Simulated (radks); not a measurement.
Species: Cd3+. Configuration: [Kr] 4d(up 4.875, down 4.125) (fractional occupations, a model configuration).

Calculated with a radial shooting solver on a logarithmic mesh with Libxc functionals: scalar-relativistic Kohn-Sham, PBE, spin-polarised, spherical densities, finite nucleus; Fermi nuclear charge, rms radius 4.6087 fm.

Energy parts (Ry):
part                        energy
total                 -11184.32957
kinetic                11637.86270
electron-nucleus      -26924.39174
Hartree                 4408.70989
exchange-correlation    -306.51043

Orbitals (lengths in bohr, moments of r in powers of bohr; <r^-3> diverges for s and p1/2; r(90%) holds 90 % of the orbital's charge):
orbital   occ.  eigenvalue (Ry)  <r^-3>  r(90%)      <r^4>
1s down      1        -1952.165       -  0.0546  4.065e-06
1s up        1        -1952.165       -  0.0546  4.065e-06
2s up        1        -292.0933       -   0.203  0.0007173
2s down      1        -292.0812       -   0.203  0.0007173
2p up        3        -262.3715    4068   0.187  0.0005148
2p down      3        -262.3623    4068   0.187  0.0005148
3s up        1        -56.59611       -   0.527    0.03299
3s down      1        -56.59024       -   0.527    0.03297
3p up        3        -46.84576   736.0   0.537    0.03516
3p down      3        -46.83900   736.0   0.537    0.03514
3d up        5        -31.58775   100.8   0.529    0.03310
3d down      5        -31.57705   100.8   0.529    0.03308
4s up        1        -10.41697       -    1.27      1.126
4s down      1        -10.37196       -    1.27      1.125
4p up        3         -7.53903   126.5    1.40      1.670
4p down      3         -7.49305   126.7    1.40      1.672
4d up    4.875         -3.38931   11.37    1.86      5.144
4d down  4.125         -3.34526   11.34    1.86      5.221

The highest occupied level is 4d down at -45.515 eV. The density falls to 0.001 e/bohr^3 at r = 3.03 bohr. Summed over all electrons, <r^2> = 25.87 bohr^2, which gives a Langevin (diamagnetic) susceptibility term of -20.5 x 10^-6 cm^3/mol. Spin moment in Bohr magnetons: 0.75. The electron density at the nucleus is 1.637e+05 e/bohr^3 (large components only). The spin density at the nucleus is -0.6504 e/bohr^3 (1s -0.0188, 2s -0.3563, 3s 0.1207, 4s -0.3960).
